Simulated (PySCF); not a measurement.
Input for PySCF:
```python
from pyscf import gto, scf, cc

mol = gto.M(
    atom='''
F    -0.00000000   -0.00000000   -0.64677315
F     0.00000000    0.00000000    0.64677315
''',
    basis='cc-pvtz',
    charge=1,
    spin=1,
    verbose=3,
)

mf = scf.UHF(mol)
mf.kernel()

mycc = cc.CCSD(mf)
mycc.kernel()
et = mycc.ccsd_t()
print('E(CCSD(T)) = %.10f' % (mycc.e_tot + et))
```

Task: Give the number of basis functions at the level CCSD(T)/cc-pVTZ (PySCF).

Result: 60

Task: Estimate the total energy that CCSD(T)/cc-pVTZ returns for this input.

Result: -198.750861 Ha

Task: Give the coupled-cluster correlation energy (without the perturbative part) at the level CCSD(T)/cc-pVTZ.

Result: -0.5382 Eh

Task: What nuclear repulsion energy does CCSD(T)/cc-pVTZ give?

Result: 33.1363 Eh

Task: What is the computed MP2 correlation energy (CCSD(T)/cc-pVTZ)?

Result: -0.5466 Eh

Task: Give the SCF-reference Mulliken (on the basis functions themselves) charges in atom order at the level CCSD(T)/cc-pVTZ.

Result: F1 0.50, F2 0.50

These values belong to the state on which the SCF converged, which isn't shown to be the lowest.

Task: Roughly what does it cost on one core?

Result: around 11 core-seconds (rough).
